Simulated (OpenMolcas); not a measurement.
N: Slater's ratio, thermal populations, worked from levels

```json
{
 "Program": "OpenMolcas",
 "Basis": "ANO-RCC-VTZP [4s3p2d1f]",
 "Scalar Hamiltonian": "DKH3, point nucleus",
 "Active space": "5 electrons in 9 orbitals (RAS2 2s 2p; RAS3 3d, at most 2 electrons)",
 "State averaging": "2S+1 = 4 odd, 1 root; 2S+1 = 2 odd, 8 roots; 2S+1 = 4 even, 3 roots; 2S+1 = 2 even, 5 roots (0 in the spin-orbit step)",
 "Spin-orbit coupling": "RASSI with atomic mean-field integrals over the reference wave functions, term energies averaged over their components"
}
```

Methods: RASSCF; SS-RASPT2, IPEA 0.25 Eh, imaginary shift 0.1 Eh (closed shells correlated: 1s). Measured levels: NIST Handbook of Basic Atomic Spectroscopic Data.

**Slater's ratio.** With one set of orbitals, p3 has ²D° - ⁴S° = 9 F2 and ²P° - ²D° = 6 F2 (F2 = F²/25), a ratio of 2/3. Term energies are centres of gravity, weighted by 2J + 1.

```
   Source  ²D° - ⁴S°  ²P° - ⁴S°  F2 from the first  Ratio
   RASSCF      22547      33472               2505  0.485
SS-RASPT2      19884      29824               2209  0.500
 measured      19228      28839               2136  0.500
```

Energies in cm-1. A ratio away from 2/3 shows effects beyond one configuration with one set of orbitals, and in heavier atoms second-order spin-orbit shifts.

**Thermal populations.** Z = Σ (2J + 1) exp(-E/kT) with k = 0.695035 cm-1/K, over the levels below. No other level of either list lies under 83200 cm-1, which is above 7 kT at each temperature.

```
          Level  2J + 1  SS-RASPT2  measured
2s² 2p³ ⁴S°_3/2       4        0.0       0.0
2s² 2p³ ²D°_3/2       4      19884     19233
2s² 2p³ ²D°_5/2       6      19885     19224
2s² 2p³ ²P°_3/2       4      29823     28839
2s² 2p³ ²P°_1/2       2      29825     28839
```

```tsv
T (K)	Z, SS-RASPT2	Z, measured levels	Ground level (%), SS-RASPT2	Ground level (%), measured levels
8000	4.308	4.348	92.9	92.0
12000	5.090	5.186	78.6	77.1
```

At 12000 K, kT = 8340 cm-1, and the computed levels give Z = 4.000 + 0.369 + 0.553 + 0.112 + 0.056 = 5.090.

Active for correlation alone: 3d; no level in the range computed is led by a configuration that fills it, so any true level of that kind is missing. Without dynamic correlation excited terms often stand tens of per cent too high (terms of higher spin than the ground term too low), and those without a measured partner can miss by more than the paired ones (holds for RASSCF). Measured partners are found by configuration, term and J. A level has none where our copy of the source lacks it or the pairing is in doubt (some pairs that miss far off the trend of their configuration count as doubtful), and it then counts in no deviation. Only configurations of the active space appear.

° marks odd parity.
